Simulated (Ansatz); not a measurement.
`C[SiH](O)[GeH2][OH]` + CH₃OH → `CO[SiH](O)[GeH2][OH]` + CH₄  (ligand exchange at the Si–C bond)

Computed with Ansatz on PBE0-D4/def2-TZVP structures; ΔE is electronic, products minus reactants. CCSD(T)/CBS adds triple-zeta CCSD(T) − MP2 to the extrapolated MP2 energy (def2 sets, frozen cores). This one scheme is used for every species. DFT in def2-TZVPP. B3LYP here is the variant with VWN-RPA as its local correlation; programs differ in this. For Ge outer-core shells are correlated without core-valence functions, which leaves a few kJ/mol of doubt a bond. Scalar relativity is left out up to krypton. One conformer a species, not always the lowest.

**Question.** Is it downhill or uphill in electronic energy at CCSD(T)/CBS, and by how much? (An estimate is asked.)

**Answer.** Ansatz gave: Downhill: ΔE = -121.6 kJ/mol.

**Question.** What do these levels give: PBE-D4, PBE0-D4, B3LYP-D4, ωB97X-V, ωB97M-V, r2SCAN, B3LYP, HF/def2-TZVPP, CCSD(T)/def2-TZVPP, HF/def2-QZVPP, MP2/def2-QZVPP, HF/CBS(def2)? (Estimate.)

**Answer.** Computed: PBE-D4 -113.8, PBE0-D4 -114.5, B3LYP-D4 -126.2, ωB97X-V -122.1, ωB97M-V -123.3, r2SCAN -123.2, B3LYP -122.9, HF/def2-TZVPP -127.5, CCSD(T)/def2-TZVPP -122.2, HF/def2-QZVPP -127.6, MP2/def2-QZVPP -124.4, HF/CBS(def2) -127.6 kJ/mol.

Largest T1 diagnostic among the species: 0.012.

The D4 term adds −3.3 kJ/mol with B3LYP and −1.7 kJ/mol with PBE0; it sums over pairs of atoms, weighted by their polarisabilities, and B3LYP, whose exchange is more repulsive, gets the larger term.
